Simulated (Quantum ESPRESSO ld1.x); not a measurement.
Results of a calculation; reference values are marked as such.
Ce28+, 30 electrons, occupied as [Ar] 3d10 4s2 (the NIST ground configuration). Code: ld1.x of Quantum ESPRESSO 7.5. Model: Dirac Kohn-Sham, relativistic LDA (MacDonald-Vosko exchange, VWN5 correlation), spin-unpolarised, spherical densities, point nucleus.

Unscreened Slater integrals over Kohn-Sham orbitals (hartree). Large and small components are both included.

F0(4s1/2,4s1/2): 1.5875
F0(4s1/2,3d5/2): 1.9954
G2(4s1/2,3d5/2): 0.18797
F0(4s1/2,3d3/2): 2.0003
G2(4s1/2,3d3/2): 0.18643
F0(4s1/2,3p3/2): 1.9612
G1(4s1/2,3p3/2): 0.19662
F0(4s1/2,3p1/2): 1.9768
G1(4s1/2,3p1/2): 0.19804
F0(3d5/2,3d5/2): 3.6505
F2(3d5/2,3d5/2): 1.8539
F4(3d5/2,3d5/2): 1.1910
F0(3d5/2,3d3/2): 3.6768
F2(3d5/2,3d3/2): 1.8628
G2(3d5/2,3d3/2): 1.8449
G4(3d5/2,3d3/2): 1.1850
F0(3d5/2,3p3/2): 3.4121
F2(3d5/2,3p3/2): 1.6420
G1(3d5/2,3p3/2): 1.8040
G3(3d5/2,3p3/2): 1.1857
F0(3d5/2,3p1/2): 3.4957
G3(3d5/2,3p1/2): 1.2455
F0(3d3/2,3d3/2): 3.7038
F2(3d3/2,3d3/2): 1.8727
F0(3d3/2,3p3/2): 3.4327
F2(3d3/2,3p3/2): 1.6403
G1(3d3/2,3p3/2): 1.7873
G3(3d3/2,3p3/2): 1.1748
F0(3d3/2,3p1/2): 3.5181
G1(3d3/2,3p1/2): 1.9169
F0(3p3/2,3p3/2): 3.2693
F2(3p3/2,3p3/2): 1.6426
F0(3p3/2,3p1/2): 3.3380
G2(3p3/2,3p1/2): 1.6571
F0(3p1/2,3p1/2): 3.4129
